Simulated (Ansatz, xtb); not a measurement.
**Relative energy of two isomers of C5H4N2**

We compare a, `C#Cc1cn[nH]c1`, a singlet, with b, `C#Cc1ncc[nH]1`, a singlet. Both are isolated molecules in the gas phase, relaxed with PBE0-D3(BJ)/def2-SVP.

Problem. Estimate E(b) − E(a) at the level CCSD(T)/def2-SVP + ΔMP2/def2-TZVPP.

Solution. Calculated at CCSD(T)/def2-SVP + ΔMP2/def2-TZVPP: E(b) − E(a) = −0.438 eV, so structure b lies lower.

The same difference at several levels:

```csv
level,geometry,E(b) − E(a) (eV),departure from the last row (eV),"job, with rough time for the two"
GFN2-xTB,GFN2-xTB,−0.515,−0.077,"optimisation, 0.13 s"
HF/STO-3G,GFN2-xTB,−0.285,+0.153,"single point, 0.4 s"
r2SCAN-D4/def2-SVP,GFN2-xTB,−0.439,−0.001,"single point, 4.7 s"
PBE0-D3(BJ)/def2-SVP,PBE0-D3(BJ)/def2-SVP,−0.424,+0.015,"optimisation, 34 s"
HF/def2-SVP,PBE0-D3(BJ)/def2-SVP,−0.511,−0.073,part of the CCSD(T) run
MP2/def2-SVP,PBE0-D3(BJ)/def2-SVP,−0.444,−0.006,part of the CCSD(T) run
CCSD(T)/def2-SVP,PBE0-D3(BJ)/def2-SVP,−0.431,+0.007,single point
CCSD(T)/def2-SVP + ΔMP2/def2-TZVPP,PBE0-D3(BJ)/def2-SVP,−0.438,,"single point, 70 s"
```

As drawn, b has 2 C∷N in place of 1 C∷C, 1 N∷N (∷ is an aromatic bond).

The levels shown agree on the order. The largest departure from CCSD(T)/def2-SVP + ΔMP2/def2-TZVPP is that of HF/STO-3G, 0.153 eV. The last row adds to CCSD(T) the change of the MP2 difference between the two basis sets, here −0.007 eV.

With thermal terms from frequencies at re-optimised GFN2-xTB minima (ideal gas, soft modes damped towards free rotors, one conformer each, 298.15 K, 1 atm): the zero-point term adds −0.002 eV; ΔH is −0.441 and ΔG −0.439 eV.

The correlated steps freeze 7 core orbitals. Codes used: Ansatz 0.2.0, xtb 6.7.1; the last row on 2 threads of Arm Neoverse V1 on a shared host.
